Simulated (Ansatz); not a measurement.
`CB(C)Cl` + H₂Se → `CB(Cl)[SeH]` + CH₄ at 400 K and 1 bar (ligand exchange at a B–C bond).

Computed with Ansatz on PBE0-D4/def2-TZVP structures; ΔE is electronic, products minus reactants. CCSD(T)/CBS adds triple-zeta CCSD(T) − MP2 to the extrapolated MP2 energy (def2 sets, frozen cores). This one scheme is used for every species. For Se outer-core shells are correlated without core-valence functions, which leaves a few kJ/mol of doubt a bond. Scalar relativity is left out up to krypton. Each species was taken in one conformer, which may not be the lowest.

| species | CCSD(T)/CBS energy (Eh) | H − E (kJ/mol) | S (J/(mol·K)) |
| --- | --- | --- | --- |
| `CB(C)Cl` | -564.35192 | 233.6 | 349.1 |
| H₂Se | -2401.89790 | 49.4 | 229.5 |
| `CB(Cl)[SeH]` | -2925.81492 | 160.3 | 362.3 |
| CH₄ | -40.46206 | 131.3 | 197.2 |

H − E and S are ideal-gas, rigid-rotor, harmonic terms from PBE0-D4/def2-TZVP, for one conformer and one mirror image of each species. 1 Eh = 2625.50 kJ/mol, R = 8.31446 J/(mol·K).

Q: By hand: ΔE, ΔH, ΔS and ΔG.

A: ΔE = (-2925.81492) + (-40.46206) − (-564.35192) − (-2401.89790) = -0.02716 Eh = -71.3 kJ/mol. Δ(H − E) = 160.3 + 131.3 − 233.6 − 49.4 = 8.6, so ΔH = -62.7 kJ/mol. ΔS = 362.3 + 197.2 − 349.1 − 229.5 = -19.1 J/(mol·K). ΔG = -62.7 − 400 × (-19.1)/1000 = -55.1 kJ/mol.

Q: By hand: the equilibrium constant, and the temperature at which ΔG would vanish if ΔH and ΔS stayed fixed.

A: log₁₀ K = −ΔG/(RT ln 10) = 7.2. ΔG = 0 at ΔH/ΔS = 3283 K, far beyond where these terms or the molecules hold.

ΔH outweighs TΔS. A doubt of 5 kJ/mol in ΔE shifts log₁₀ K by 0.7 here. Other conformers and mirror images would add mixing entropy, several J/(mol·K) or more a flexible species. Modes under 60 cm⁻¹, often nearly free rotors, make the harmonic entropy too high. These are equilibria of isolated gas molecules and say nothing of rates. Largest T1 diagnostic: 0.011 (customary marks: 0.02 for closed shells, 0.045 for open ones).
